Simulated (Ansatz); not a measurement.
Geometry optimisation, RKS r2SCAN/6-31G (Ansatz).

input.yaml

```yaml
crystal:
  periodic: [false, false, false]
  atoms:
    - { symbol: "N", position_ang: [0.8302, -2.0246, -0.9478] }
    - { symbol: C, position_ang: [0.1759, -1.0093, -0.0836] }
    - { symbol: O, position_ang: [0.7299, -1.2042, 1.1678] }
    - { symbol: F, position_ang: [-1.0365, -1.378, 0.0777] }
    - { symbol: Si, position_ang: [0.2284, 0.6904, -0.8445] }
    - { symbol: Si, position_ang: [-0.9317, 2.0779, 0.6092] }
    - { symbol: H, position_ang: [0.5607, -2.8898, -0.5827] }
    - { symbol: H, position_ang: [1.8278, -1.8876, -0.8367] }
    - { symbol: H, position_ang: [0.0336, -1.5649, 1.7416] }
    - { symbol: H, position_ang: [1.633, 1.1956, -0.9571] }
    - { symbol: H, position_ang: [-0.4097, 0.761, -2.1636] }
    - { symbol: H, position_ang: [-0.33944, 2.03806, 1.9604] }
    - { symbol: H, position_ang: [-0.89826, 3.53339, 0.13757] }
    - { symbol: H, position_ang: [-2.3668, 1.68069, 0.7445] }
basis:
  gaussian: { orbitals: "6-31G" }
hamiltonian:
  xc: r2scan
relax:
  f_tol: 0.015
  max_steps: 40
```

Run as:

```bash
$ ansatz run input.yaml --threads 1 --pin off --max-ram 2048MiB --backend cpu --events-out ev --progress --plain --runs-dir out
```

Task: Where does it end, and by what steps?

Result: It converged. Limits of this set-up: no polarisation functions. After 27 steps the energy has fallen by 1.545 eV; H8 moved furthest, 1.49 Å. The start is strongly strained (largest force component 8 eV/Å).

| step | energy less start (eV) | largest force component (eV/Å) | accepted |
| --- | --- | --- | --- |
| 0 | 0.0000 | 8.277 | yes |
| 1 | -0.9608 | 2.793 | yes |
| 2 | -1.1540 | 0.940 | yes |
| 3 | -1.1729 | 0.715 | yes |
| 4 | -1.2398 | 0.564 | yes |
| 5 | -1.2290 | 1.621 | no |
| 6 | -1.2697 | 0.414 | yes |
| 7 | -1.3066 | 0.488 | yes |
| 8 | -1.3338 | 1.114 | yes |
| 9 | -1.4084 | 1.226 | yes |
| 10 | -1.4248 | 0.602 | yes |
| 11 | -1.4191 | 1.202 | no |
| 12 | -1.4806 | 0.479 | yes |
| 13 | -1.4975 | 0.094 | yes |
| 14 | -1.5052 | 0.374 | yes |
| 15 | -1.5140 | 0.270 | yes |
| 16 | -1.5125 | 0.487 | no |
| 17 | -1.5264 | 0.102 | yes |
| 18 | -1.5342 | 0.080 | yes |
| 19 | -1.5400 | 0.147 | yes |
| 20 | -1.5420 | 0.126 | yes |
| 21 | -1.5422 | 0.207 | yes |
| 22 | -1.5443 | 0.082 | yes |
| 23 | -1.5443 | 0.054 | yes |
| 24 | -1.5445 | 0.052 | yes |
| 25 | -1.5450 | 0.021 | yes |
| 26 | -1.5450 | 0.020 | yes |
| 27 | -1.5451 | 0.012 | yes |

```xyz
14
Properties=species:S:1:pos:R:3
N 0.862 -2.072 -0.820
C 0.351 -1.081 -0.015
O 0.910 -1.246 1.276
F -1.174 -1.240 0.229
Si 0.401 0.727 -0.746
Si -1.054 2.012 0.581
H 1.038 -2.973 -0.398
H 0.714 -2.037 -1.815
H 0.334 -0.800 1.931
H 1.820 1.224 -0.715
H -0.054 0.652 -2.179
H -0.862 1.612 2.022
H -0.767 3.484 0.469
H -2.482 1.758 0.203
```

The run took 5 min on 1 thread of Arm Neoverse V1, on a shared host, peak memory 0.2 GiB.
